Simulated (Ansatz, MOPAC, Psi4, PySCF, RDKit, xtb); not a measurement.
Pair of molecules: H2O (SMILES O) (first 3 atoms) with C2H6O (SMILES CCO); geometry from B3LYP-D3(BJ)/def2-TZVP, rigid monomers moved along the line of their centres of mass till H2···O6 is 2.62 Å.
(charge 0, multiplicity 1):
```xyz
12

O     -0.219     0.308     0.172
H      0.304     0.102     0.967
H      0.125    -0.264    -0.520
C     -1.300     0.331     4.267
C     -0.265    -0.776     4.185
O      0.912    -0.379     3.465
H     -2.191    -0.021     4.791
H     -1.589     0.657     3.268
H     -0.910     1.191     4.817
H      0.016    -1.126     5.184
H     -0.658    -1.629     3.631
H      1.291     0.395     3.897
```

| level | interaction energy (kcal/mol) | cost |
|---|---|---|
| MMFF94 | -3.22 | - |
| UFF | -0.40 | - |
| GFN-FF | -3.68 | - |
| AM1 | -1.91 | - |
| PM3 | -1.56 | - |
| PM6 | -2.70 | - |
| PM7 | -3.94 | - |
| GFN1-xTB | -2.98 | - |
| GFN2-xTB | -3.34 | - |
| HF/STO-3G (no counterpoise) | -1.96 | - |
| HF/3-21G (no counterpoise) | -5.71 | - |
| HF/6-31G* | -3.37 | - |
| HF/6-31G* (no counterpoise) | -4.25 | - |
| HF/aug-cc-pVDZ | -3.08 | - |
| PBE/def2-TZVPPD | -3.40 | ×1 |
| PBE-D3(BJ)/def2-TZVPPD | -3.92 | ×1 |
| PBE-D4/def2-TZVPPD | -3.87 | ×1 |
| BP86/6-31G* (no counterpoise) | -4.20 | - |
| r2SCAN/def2-TZVPPD | -3.52 | ×2 |
| r2SCAN-D3(BJ)/def2-TZVPPD | -3.77 | ×2 |
| r2SCAN-D4/def2-TZVPPD | -3.74 | ×2 |
| B3LYP/3-21G (no counterpoise) | -6.27 | - |
| B3LYP/6-31G* | -3.31 | - |
| B3LYP/6-31G* (no counterpoise) | -4.72 | - |
| B3LYP/def2-TZVPPD | -3.03 | ×1 |
| B3LYP-D3(BJ)/def2-TZVPPD | -3.77 | ×1 |
| B3LYP-D4/def2-TZVPPD | -3.67 | ×1 |
| PBE0/def2-TZVPPD | -3.35 | ×1 |
| PBE0-D3(BJ)/def2-TZVPPD | -3.85 | ×1 |
| PBE0-D4/def2-TZVPPD | -3.80 | ×1 |
| M06-2X/6-31G* (no counterpoise) | -4.86 | - |
| wB97X-V/def2-TZVPPD | -3.79 | ×4 |
| wB97M-V/def2-TZVPPD | -3.69 | ×4 |
| MP2/6-31G* | -3.62 | - |
| MP2/6-31G* (no counterpoise) | -5.14 | - |
| MP2/aug-cc-pVDZ | -3.60 | - |
| SCS-MP2/aug-cc-pVDZ | -3.39 | - |
| CCSD/aug-cc-pVDZ | -3.50 | - |
| CCSD(T)/aug-cc-pVDZ | -3.59 | ×20 |
| SAPT0/jun-cc-pV(D+d)Z | -3.92 | - |

The rows run from -6.27 (B3LYP/3-21G (no counterpoise)) to -0.40 kcal/mol (UFF). In aug-cc-pVDZ the value moves HF -3.08, MP2 -3.60, CCSD -3.50, CCSD(T) -3.59, a shift of -0.51 from HF to CCSD(T). The dispersion term adds -0.52 in PBE-D3(BJ), -0.47 in PBE-D4, -0.25 in r2SCAN-D3(BJ). The 6 functionals in def2-TZVPPD without D3 or D4 span 0.76, from wB97X-V to B3LYP.

Monomers are frozen at their geometry in the pair; levels with a basis set take the counterpoise correction. Rows marked so take none. RDKit's UFF carries no charges.

Correlated levels freeze the cores. Rows in 3-21G, 6-31G*, STO-3G carry no dispersion term and start afresh at each structure (6-31G* with six Cartesian d functions). MP2/6-31G* freezes PySCF's default core. The state that AM1, PM3, PM6, PM7 reach isn't checked; PM7 holds dispersion and hydrogen-bond terms.

Codes used: Ansatz (Gaussian basis) for Hartree–Fock, density functionals and correlated methods; MOPAC for AM1, PM3, PM6, PM7 (differences of heats of formation); Psi4 for SAPT; PySCF for 3-21G rows, 6-31G* rows, STO-3G rows, the dispersion terms; RDKit for the force fields; xtb for the GFN methods. Values without a source in brackets are computed.

Costs are rough ratios of core time to PBE/def2-TZVPPD (about 8 s over the structures, on one shared machine); a dash marks a level with no comparable run of its own.

Ansatz is a program for electronic structure.
